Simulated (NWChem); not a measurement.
System meant: C2H5BO2; SMILES CB(O)C=O

The following NWChem deck was run.

```
start job
memory heap 200 mb stack 700 mb global 900 mb
geometry units angstroms noautoz
  C     -0.688024    -1.871388     0.001908
  B      0.056606    -0.493490     0.001181
  O      1.401853    -0.387649     0.000399
  C     -0.676344     0.957765     0.001092
  O      0.031506     1.958828    -0.001513
  H     -1.344716    -1.961065    -0.875695
  H     -1.350561    -1.957192     0.875484
  H     -0.002496    -2.724292     0.006007
  H      1.622871     0.568440    -0.000532
  H     -1.782647     1.086917     0.003466
end
basis spherical
  * library def2-svp
end
dft
  xc xpbe96 cpbe96
  iterations 4
  mulliken
end
task dft energy
```

End of the output:

```
    Atom       Charge   Shell Charges
 -----------   ------   -------------------------------------------------------
    1 C    6     6.15   1.96  0.57  0.31  1.92  1.33  0.05
    2 B    5     5.20   1.96  0.53  0.23  1.50  0.66  0.31
    3 O    8     7.89   1.97  0.85  0.55  2.65  1.83  0.02
    4 C    6     5.91   1.97  0.64  0.34  1.76  1.03  0.16
    5 O    8     8.12   1.97  0.94  0.65  2.68  1.85  0.03
    6 H    1     0.94   0.62  0.26  0.07
    7 H    1     0.94   0.62  0.26  0.07
    8 H    1     0.95   0.62  0.26  0.07
    9 H    1     0.91   0.54  0.19  0.17
   10 H    1     1.00   0.65  0.29  0.07

 center of mass
 --------------
 x =   0.07240151 y =   0.11885736 z =  -0.00000644

 moments of inertia (a.u.)
 ------------------
         491.892969994257          -0.000000000000           0.000000000000
          -0.000000000000         190.316339983783           0.000000000000
           0.000000000000           0.000000000000         671.172112825263

     Multipole analysis of the density
     ---------------------------------

     L   x y z        total         alpha         beta         nuclear
     -   - - -        -----         -----         ----         -------
     0   0 0 0     -0.000000    -19.000000    -19.000000     38.000000

     1   1 0 0     -0.395441     -0.197720     -0.197720      0.000000
     1   0 1 0     -0.358509     -0.179254     -0.179254      0.000000
     1   0 0 1      0.000481      0.000241      0.000241      0.000000

     2   2 0 0    -21.239580    -65.051233    -65.051233    108.862886
     2   1 1 0      1.395261     -3.032810     -3.032810      7.460881
     2   1 0 1      0.000666      0.003075      0.003075     -0.005484
     2   0 2 0    -25.398731   -149.306650   -149.306650    273.214569
     2   0 1 1      0.004648     -0.003925     -0.003925      0.012499
     2   0 0 2    -21.287297    -13.381507    -13.381507      5.475716

 ------------------------------------------------------------------------
 dft energy failed                                                                                  0
 ------------------------------------------------------------------------
 ------------------------------------------------------------------------
  current input line :
    23: task dft energy
 ------------------------------------------------------------------------
 ------------------------------------------------------------------------
 This type of error is most commonly associated with calculations not reaching convergence criteria
 ------------------------------------------------------------------------
 For more information see the NWChem manual at https://nwchemgit.github.io

0:dft energy failed:Received an Error in Communication
```

Q: Find the fault in this run and fix the input.

A: The run did not converge; its last values are not results. Cause: the SCF was allowed too few iterations. This input runs:
```
start job
memory heap 200 mb stack 700 mb global 900 mb
geometry units angstroms noautoz
  C     -0.688024    -1.871388     0.001908
  B      0.056606    -0.493490     0.001181
  O      1.401853    -0.387649     0.000399
  C     -0.676344     0.957765     0.001092
  O      0.031506     1.958828    -0.001513
  H     -1.344716    -1.961065    -0.875695
  H     -1.350561    -1.957192     0.875484
  H     -0.002496    -2.724292     0.006007
  H      1.622871     0.568440    -0.000532
  H     -1.782647     1.086917     0.003466
end
basis spherical
  * library def2-svp
end
dft
  xc xpbe96 cpbe96
  iterations 150
  mulliken
end
task dft energy
```
It converges to -254.06797 Ha (PBE/def2-SVP).
